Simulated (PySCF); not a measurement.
PySCF input:

```python
from pyscf import gto, scf, mp, cc as ccmod

mol = gto.M(
    atom='''
    C    -2.43277278    0.10579874   -0.05190472
    C    -0.99922782    0.58830399   -0.06370154
    C    -0.11162489   -0.35959088    0.02596769
    Cl    1.76201171   -0.03261829    0.03417021
    H    -2.95616935    0.42684390   -0.96185182
    H    -2.98740826    0.56219915    0.77821323
    H    -2.57697373   -0.99583124    0.03119948
    H    -0.17189485   -1.44577189    0.10937695
    ''',
    basis='cc-pvdz',
    charge=-1,
    spin=0,
    verbose=4,
)

mf = scf.RHF(mol)
mf.conv_tol = 1e-10
mf.max_cycle = 100
mf.kernel()
mp2 = mp.MP2(mf, frozen=8).run()
cc = ccmod.CCSD(mf, frozen=8)
cc.max_cycle = 100
cc.kernel()
et = cc.ccsd_t()
print(f'E(CCSD(T)) = {cc.e_tot + et:.9f}')
```

Question: Which total energy does the run end on?

Answer: -575.96100 Eh (CCSD(T)/cc-pVDZ).

It need not be the lowest isomer of its formula. Whether it binds its extra electron was not tested at this geometry.
